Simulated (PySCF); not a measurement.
A geometry optimisation, step by step.

Species: BBrGeH4O.
SMILES with atom numbers: `[GeH3:1][O:2][BH:3][Br:4]` (hydrogens: H5, H6, H7 on Ge1; H8 on B3)

Method: PySCF 2.14.0, PBE0-D3(BJ)/def2-SVP geometry optimisation, gas phase; density fitting, grid level 1; the optimiser is geomeTRIC in internal coordinates, started from a GFN2-xTB structure with every atom displaced at random (about 0.01 Å). 13 of its 16 geometries are shown. The frame can shift and turn from step to step; on so coarse a grid that alone can change the energy by a few meV, and forces under 0.02 eV/Å are noise.

Step 0: E = -129319.4255 eV, largest atomic force 1.372 eV/Å
```
atom  x, y, z in Å  |  force x, y, z in eV/Å
Ge1    -1.258    0.261    0.165   -0.886   0.717  -0.436
O2      0.235   -0.048    1.010   -0.012  -0.071   1.141
B3      1.474   -0.330    0.756    1.330  -0.201   0.269
Br4     2.152   -0.467   -1.019    0.246  -0.086  -0.791
H5     -2.071   -0.965    0.403   -0.545  -0.627   0.072
H6     -0.994    0.540   -1.291    0.078   0.069  -0.506
H7     -1.754    1.484    0.909   -0.320   0.258   0.071
H8      2.272   -0.494    1.636    0.109  -0.057   0.181
```

Step 1: E = -129319.5303 eV, largest atomic force 1.038 eV/Å
```
atom  x, y, z in Å  |  force x, y, z in eV/Å
Ge1    -0.760    0.245   -0.047    0.768  -0.280   0.470
O2      0.818   -0.091    0.902   -0.906   0.210  -0.461
B3      2.074   -0.374    0.592   -0.155   0.020  -0.110
Br4     2.691   -0.527   -1.251   -0.041   0.004   0.010
H5     -1.621   -1.025    0.154    0.186   0.192  -0.036
H6     -0.422    0.523   -1.522    0.000  -0.026   0.140
H7     -1.361    1.464    0.677    0.092  -0.114  -0.058
H8      2.898   -0.555    1.450    0.057  -0.006   0.045
```

Step 2: E = -129319.5658 eV, largest atomic force 0.439 eV/Å
```
atom  x, y, z in Å  |  force x, y, z in eV/Å
Ge1    -0.733    0.239   -0.043    0.371  -0.103   0.210
O2      0.793   -0.082    0.919   -0.365   0.119  -0.008
B3      2.046   -0.366    0.601   -0.042  -0.018  -0.147
Br4     2.582   -0.530   -1.265    0.123  -0.039  -0.015
H5     -1.569   -1.031    0.133   -0.018  -0.012  -0.020
H6     -0.353    0.522   -1.499   -0.031   0.021  -0.003
H7     -1.345    1.446    0.670   -0.026   0.020   0.003
H8      2.896   -0.539    1.440   -0.013   0.012  -0.019
```

Step 4: E = -129319.5755 eV, largest atomic force 0.103 eV/Å
```
atom  x, y, z in Å  |  force x, y, z in eV/Å
Ge1    -0.726    0.242   -0.033   -0.007  -0.017   0.009
O2      0.786   -0.069    0.915    0.027   0.066  -0.006
B3      2.037   -0.358    0.586    0.074  -0.070   0.019
Br4     2.603   -0.608   -1.261   -0.036   0.005   0.020
H5     -1.547   -1.043    0.105   -0.030  -0.026  -0.016
H6     -0.357    0.565   -1.482   -0.002   0.020  -0.023
H7     -1.367    1.424    0.697   -0.021   0.009   0.004
H8      2.889   -0.494    1.429   -0.005   0.014  -0.007
```

Step 5: E = -129319.5778 eV, largest atomic force 0.085 eV/Å
```
atom  x, y, z in Å  |  force x, y, z in eV/Å
Ge1    -0.723    0.244   -0.033   -0.022  -0.030  -0.009
O2      0.791   -0.059    0.917    0.030   0.073   0.031
B3      2.041   -0.357    0.590   -0.001  -0.040  -0.019
Br4     2.579   -0.653   -1.257    0.002  -0.013   0.001
H5     -1.535   -1.051    0.081   -0.002  -0.003  -0.013
H6     -0.355    0.594   -1.478    0.002   0.014   0.002
H7     -1.384    1.410    0.708   -0.004  -0.005   0.006
H8      2.901   -0.468    1.427   -0.005   0.005   0.001
```

Step 6: E = -129319.5814 eV, largest atomic force 0.148 eV/Å
```
atom  x, y, z in Å  |  force x, y, z in eV/Å
Ge1    -0.716    0.250   -0.032   -0.035  -0.048  -0.034
O2      0.802   -0.033    0.920    0.044   0.109   0.066
B3      2.048   -0.350    0.594   -0.126  -0.060  -0.050
Br4     2.532   -0.765   -1.244    0.046  -0.018  -0.028
H5     -1.503   -1.067    0.028    0.038   0.026  -0.006
H6     -0.351    0.660   -1.464    0.009   0.003   0.034
H7     -1.419    1.376    0.735    0.018  -0.024   0.010
H8      2.923   -0.413    1.419    0.005   0.011   0.009
```

Step 8: E = -129319.5983 eV, largest atomic force 0.264 eV/Å
```
atom  x, y, z in Å  |  force x, y, z in eV/Å
Ge1    -0.694    0.271   -0.033   -0.067  -0.056  -0.080
O2      0.834    0.082    0.931    0.085   0.136   0.076
B3      2.052   -0.329    0.595   -0.258  -0.029  -0.043
Br4     2.366   -1.121   -1.152    0.069  -0.031  -0.058
H5     -1.357   -1.112   -0.145    0.082   0.063   0.018
H6     -0.342    0.869   -1.403    0.021  -0.022   0.064
H7     -1.530    1.240    0.815    0.045  -0.045   0.009
H8      2.987   -0.240    1.348    0.022  -0.016   0.014
```

Step 9: E = -129319.6049 eV, largest atomic force 0.226 eV/Å
```
atom  x, y, z in Å  |  force x, y, z in eV/Å
Ge1    -0.673    0.287   -0.040   -0.105  -0.026  -0.057
O2      0.865    0.201    0.927    0.068   0.122  -0.011
B3      2.045   -0.305    0.589   -0.216  -0.061   0.030
Br4     2.216   -1.383   -1.021    0.092   0.002  -0.061
H5     -1.204   -1.136   -0.276    0.070   0.053   0.044
H6     -0.358    1.023   -1.351    0.020  -0.037   0.051
H7     -1.601    1.107    0.865    0.038  -0.027   0.000
H8      3.028   -0.136    1.262    0.033  -0.026   0.005
```

Step 10: E = -129319.5734 eV, largest atomic force 0.800 eV/Å
```
atom  x, y, z in Å  |  force x, y, z in eV/Å
Ge1    -0.689    0.272   -0.033    0.126   0.244   0.086
O2      0.844    0.244    0.947   -0.195  -0.122  -0.343
B3      1.990   -0.285    0.558    0.655  -0.245   0.388
Br4     2.304   -1.222   -1.136   -0.280   0.211   0.185
H5     -1.181   -1.157   -0.170   -0.098  -0.238  -0.024
H6     -0.305    0.917   -1.358   -0.097   0.075  -0.172
H7     -1.585    1.143    0.841   -0.152   0.052  -0.001
H8      2.939   -0.251    1.306    0.041   0.024  -0.119
```

Step 11: E = -129319.6027 eV, largest atomic force 0.400 eV/Å
```
atom  x, y, z in Å  |  force x, y, z in eV/Å
Ge1    -0.683    0.281   -0.036    0.035   0.103   0.037
O2      0.850    0.221    0.940   -0.078  -0.050  -0.209
B3      2.010   -0.300    0.574    0.327  -0.094   0.211
Br4     2.269   -1.305   -1.083   -0.146   0.128   0.093
H5     -1.190   -1.146   -0.222   -0.038  -0.116  -0.006
H6     -0.327    0.970   -1.353   -0.046   0.033  -0.076
H7     -1.595    1.125    0.854   -0.070   0.021   0.001
H8      2.981   -0.187    1.282    0.017  -0.026  -0.050
```

Step 12: E = -129319.6129 eV, largest atomic force 0.080 eV/Å
```
atom  x, y, z in Å  |  force x, y, z in eV/Å
Ge1    -0.683    0.283   -0.040   -0.001  -0.002   0.007
O2      0.854    0.199    0.929    0.012   0.034  -0.071
B3      2.031   -0.309    0.588    0.006  -0.023   0.067
Br4     2.276   -1.281   -1.083   -0.026   0.031   0.004
H5     -1.215   -1.143   -0.214    0.012  -0.015   0.006
H6     -0.352    0.963   -1.373   -0.003   0.004  -0.007
H7     -1.590    1.143    0.846   -0.005  -0.006  -0.001
H8      2.996   -0.197    1.301    0.006  -0.022  -0.007
```

Step 14: E = -129319.6172 eV, largest atomic force 0.034 eV/Å
```
atom  x, y, z in Å  |  force x, y, z in eV/Å
Ge1    -0.676    0.287   -0.051   -0.004  -0.011   0.009
O2      0.872    0.271    0.905    0.011   0.006  -0.005
B3      2.030   -0.299    0.599   -0.029   0.015  -0.011
Br4     2.248   -1.291   -1.063    0.014  -0.010  -0.007
H5     -1.141   -1.165   -0.210    0.003   0.011   0.001
H6     -0.394    0.977   -1.391    0.004  -0.005   0.006
H7     -1.612    1.108    0.842    0.001  -0.003  -0.003
H8      2.990   -0.229    1.324   -0.002  -0.003   0.009
```

Step 15: E = -129319.6172 eV, largest atomic force under 0.02 eV/Å
```
atom  x, y, z in Å  |  force x, y, z in eV/Å
Ge1    -0.677    0.287   -0.053    0.003  -0.001   0.008
O2      0.874    0.280    0.901    0.001   0.001  -0.008
B3      2.029   -0.296    0.599   -0.007  -0.003   0.001
Br4     2.252   -1.290   -1.062    0.006  -0.003  -0.002
H5     -1.134   -1.167   -0.207   -0.001   0.002  -0.001
H6     -0.398    0.975   -1.393    0.001  -0.002   0.001
H7     -1.615    1.105    0.840    0.000   0.000  -0.002
H8      2.985   -0.234    1.330   -0.001   0.006   0.002
```

Q: Summarise the path.

A: The energy falls by 4.42 kcal/mol from step 0 to step 15; nine tenths of that is first reached at step 8. It rises by more than 0.2 meV at steps 3 and 10. The largest force goes from 1.372 to under 0.02 eV/Å. Among the bonds Ge1–O2 changes most, from 1.743 to 1.820 Å; the atoms move by 0.501 Å rms after alignment.

Q: Follow the three bonds and two angles with the largest change from start to end.

A: 
```json
{"step": "0", "E above end (kcal/mol)": "4.42", "largest force (eV/Å)": "1.372", "Ge1–O2 (Å)": "1.743", "B3–Br4 (Å)": "1.905", "Ge1–H5 (Å)": "1.490", "Ge1–O2–B3 (°)": "139.7", "O2–Ge1–H5 (°)": "104.2"}
{"step": "1", "E above end (kcal/mol)": "2.00", "largest force (eV/Å)": "1.038", "Ge1–O2 (Å)": "1.871", "B3–Br4 (Å)": "1.949", "Ge1–H5 (Å)": "1.547", "Ge1–O2–B3 (°)": "136.0", "O2–Ge1–H5 (°)": "104.8"}
{"step": "2", "E above end (kcal/mol)": "1.18", "largest force (eV/Å)": "0.439", "Ge1–O2 (Å)": "1.832", "B3–Br4 (Å)": "1.948", "Ge1–H5 (Å)": "1.531", "Ge1–O2–B3 (°)": "134.4", "O2–Ge1–H5 (°)": "104.4"}
{"step": "3", "E above end (kcal/mol)": "1.50", "largest force (eV/Å)": "0.519", "Ge1–O2 (Å)": "1.797", "B3–Br4 (Å)": "1.950", "Ge1–H5 (Å)": "1.523", "Ge1–O2–B3 (°)": "133.7", "O2–Ge1–H5 (°)": "104.4"}
{"step": "4", "E above end (kcal/mol)": "0.96", "largest force (eV/Å)": "0.103", "Ge1–O2 (Å)": "1.812", "B3–Br4 (Å)": "1.948", "Ge1–H5 (Å)": "1.531", "Ge1–O2–B3 (°)": "134.1", "O2–Ge1–H5 (°)": "104.9"}
{"step": "5", "E above end (kcal/mol)": "0.91", "largest force (eV/Å)": "0.085", "Ge1–O2 (Å)": "1.813", "B3–Br4 (Å)": "1.947", "Ge1–H5 (Å)": "1.533", "Ge1–O2–B3 (°)": "134.1", "O2–Ge1–H5 (°)": "105.2"}
{"step": "6", "E above end (kcal/mol)": "0.83", "largest force (eV/Å)": "0.148", "Ge1–O2 (Å)": "1.814", "B3–Br4 (Å)": "1.945", "Ge1–H5 (Å)": "1.535", "Ge1–O2–B3 (°)": "134.0", "O2–Ge1–H5 (°)": "105.9"}
{"step": "7", "E above end (kcal/mol)": "0.69", "largest force (eV/Å)": "0.224", "Ge1–O2 (Å)": "1.815", "B3–Br4 (Å)": "1.943", "Ge1–H5 (Å)": "1.538", "Ge1–O2–B3 (°)": "133.4", "O2–Ge1–H5 (°)": "106.8"}
{"step": "8", "E above end (kcal/mol)": "0.44", "largest force (eV/Å)": "0.264", "Ge1–O2 (Å)": "1.816", "B3–Br4 (Å)": "1.943", "Ge1–H5 (Å)": "1.538", "Ge1–O2–B3 (°)": "132.0", "O2–Ge1–H5 (°)": "107.9"}
{"step": "9", "E above end (kcal/mol)": "0.28", "largest force (eV/Å)": "0.226", "Ge1–O2 (Å)": "1.818", "B3–Br4 (Å)": "1.945", "Ge1–H5 (Å)": "1.537", "Ge1–O2–B3 (°)": "129.3", "O2–Ge1–H5 (°)": "109.3"}
{"step": "10", "E above end (kcal/mol)": "1.01", "largest force (eV/Å)": "0.800", "Ge1–O2 (Å)": "1.820", "B3–Br4 (Å)": "1.961", "Ge1–H5 (Å)": "1.518", "Ge1–O2–B3 (°)": "125.3", "O2–Ge1–H5 (°)": "107.9"}
{"step": "11", "E above end (kcal/mol)": "0.33", "largest force (eV/Å)": "0.400", "Ge1–O2 (Å)": "1.819", "B3–Br4 (Å)": "1.955", "Ge1–H5 (Å)": "1.525", "Ge1–O2–B3 (°)": "127.1", "O2–Ge1–H5 (°)": "108.3"}
{"step": "12", "E above end (kcal/mol)": "0.10", "largest force (eV/Å)": "0.080", "Ge1–O2 (Å)": "1.819", "B3–Br4 (Å)": "1.948", "Ge1–H5 (Å)": "1.532", "Ge1–O2–B3 (°)": "129.1", "O2–Ge1–H5 (°)": "108.1"}
{"step": "13", "E above end (kcal/mol)": "0.05", "largest force (eV/Å)": "0.064", "Ge1–O2 (Å)": "1.819", "B3–Br4 (Å)": "1.948", "Ge1–H5 (Å)": "1.533", "Ge1–O2–B3 (°)": "128.9", "O2–Ge1–H5 (°)": "108.0"}
{"step": "14", "E above end (kcal/mol)": "0.00", "largest force (eV/Å)": "0.034", "Ge1–O2 (Å)": "1.820", "B3–Br4 (Å)": "1.948", "Ge1–H5 (Å)": "1.533", "Ge1–O2–B3 (°)": "128.7", "O2–Ge1–H5 (°)": "107.7"}
{"step": "15", "E above end (kcal/mol)": "0.00", "largest force (eV/Å)": "under 0.02", "Ge1–O2 (Å)": "1.820", "B3–Br4 (Å)": "1.949", "Ge1–H5 (Å)": "1.533", "Ge1–O2–B3 (°)": "128.7", "O2–Ge1–H5 (°)": "107.7"}
```

What follows is the cost of the whole optimisation. Hardware: one thread of an Arm Neoverse V1, shared host with 32 logical CPUs at a one-minute load of 19. Cost: 1.7 min of wall time, 0.45 GiB resident at most.
